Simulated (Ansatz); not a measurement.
Cost and result for the atomization energy of `C=[C](N)[GaH][CH3]` (13 atoms, 12 bonds).

| atom | x (Å) | y (Å) | z (Å) |
| --- | --- | --- | --- |
| C1 | 0.6236 | -0.0024 | -1.6073 |
| C2 | -0.3434 | 0.5464 | -0.8527 |
| N3 | -1.2987 | 1.4080 | -1.3556 |
| Ga4 | -0.4228 | 0.0421 | 1.0460 |
| C5 | 0.7558 | -1.3426 | 1.7815 |
| H6 | 1.3155 | -0.7205 | -1.1876 |
| H7 | 0.7485 | 0.2352 | -2.6631 |
| H8 | -1.1129 | 1.8376 | -2.2499 |
| H9 | -1.7561 | 2.0204 | -0.7031 |
| H10 | -1.4544 | 0.8190 | 1.9574 |
| H11 | 1.3920 | -1.7972 | 1.0214 |
| H12 | 0.1594 | -2.1290 | 2.2517 |
| H13 | 1.3935 | -0.9170 | 2.5612 |

The species carries charge 0 and has multiplicity 1. Correlated methods include outer-core shells of Ga, which these sets cover unevenly. Scalar relativity is left out up to krypton. The structure was optimised at the PBE0-D4/def2-TZVP level. It is one conformer, not always the lowest. Program: Ansatz. All runs use 2 threads of an AMD EPYC 7R13 on a shared host and a share of an NVIDIA H100 80 GB. Times are those of one run each, without the atoms' runs, and a repeat can differ threefold. Electronic energies, without spin–orbit coupling; frozen cores. CCSD(T)/CBS adds CCSD(T) − MP2 in def2-TZVPP to the MP2 limit, and its time is that of the two runs behind it. T1 = 0.012. With those shells the extrapolation isn't a true limit. B3LYP takes the VWN-RPA correlation (the form of Gaussian; ORCA's B3LYP/G).

CCSD(T)/CBS is a level of theory with its own doubt, some kJ/mol a heavy atom from the limit and from the frozen cores, so smaller differences don't rank the functionals.

| level | functions | wall time | atomization (kJ/mol) | difference from CCSD(T)/CBS | per bond |
| --- | --- | --- | --- | --- | --- |
| ωB97X-V/def2-TZVPP | 284 | 3.3 s | 4717.7 | 7.2 | 0.6 |
| PBE0-D4/def2-TZVPP | 284 | 3.6 s | 4729.6 | 19.1 | 1.6 |
| B2PLYP/def2-TZVPP | 284 | 3.9 s | 4661.1 | -49.4 | -4.1 |
| B3LYP-D4/def2-TZVPP (with forces) | 284 | 5.5 s | 4711.9 | 1.4 | 0.1 |
| MP2/def2-QZVPP | 557 | 6 s | 4719.0 | 8.5 | 0.7 |
| r2SCAN-D4/def2-TZVPP (with forces) | 284 | 6.5 s | 4717.1 | 6.6 | 0.5 |
| CCSD(T)/def2-TZVPP | 284 | 7 s | 4599.5 | -111.0 | -9.3 |
| PBE-D4/def2-TZVPP (with forces) | 284 | 7 s | 4808.1 | 97.6 | 8.1 |
| ωB97M-V/def2-TZVPP (with forces) | 284 | 9 s | 4714.8 | 4.3 | 0.4 |
| CCSD(T)/CBS(def2) | – | 13 s | 4710.5 | 0.0 | 0.0 |

In def2-TZVPP, CCSD(T) changes the Hartree–Fock value by +1205.9 kJ/mol (the triples alone add +70.6 kJ/mol) and MP2 by +1260.0 kJ/mol; breaking electron pairs costs correlation energy, which Hartree–Fock lacks. The D4 term adds +42.1 kJ/mol with B3LYP and +22.2 kJ/mol with PBE0; it sums over pairs of atoms, weighted by their polarisabilities, and B3LYP, whose exchange is more repulsive, gets the larger term. From PBE to PBE0 (25 % exact exchange), in def2-TZVPP and without D4, the atomization energy moves by −74.5 kJ/mol: exact exchange takes away binding that semilocal exchange gives to molecules.
